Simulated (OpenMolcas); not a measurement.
An OpenMolcas run meant for F5+ (ANO-L-VDZP, non-relativistic; inactive shells 1s; intended active space 2 electrons in 8 orbitals (2s 2p 3s 3p)). One step of its input:

```
&RASSCF
FileOrb=start.orb
Symmetry=1
Spin=3
nActEl=2 0 0
Inactive=1 0
Ras2=2 6
CIRoot=19 19 1
SDav=16
CIMx=300
Iter=72 100
PrWF=0.3
OrbListing=Nothing
MaxOrb=0
Atom
CIOnly
>>> COPY $Project.JobIph JOB001
```

Lines from the output:

```
...
      Number of secondary orbitals               5
      Spin quantum number                      1.0
      State symmetry                             1
Orbital specifications:
      -----------------------

      Symmetry species                           1   2
                                                ag  au
      Frozen orbitals                            0   0
      Inactive orbitals                          1   0
      Active orbitals                            2   6
      RAS1 orbitals                              0   0
      RAS2 orbitals                              2   6
      RAS3 orbitals                              0   0
      Secondary orbitals                         5   0
      Deleted orbitals                           0   0
      Number of basis functions                  8   6
      Number of CSFs                            16
      Number of root(s) required                19
 ************ ERROR ***********
  You can't ask for more roots
  than there are configurations
 ******************************
--- Stop Module: rasscf at  /rc=_RC_INPUT_ERROR_ ---
.####################.
.# User input error #.
.####################.
```

What is wrong with the input?

CIRoot asks for more roots than the active space has configuration state functions.
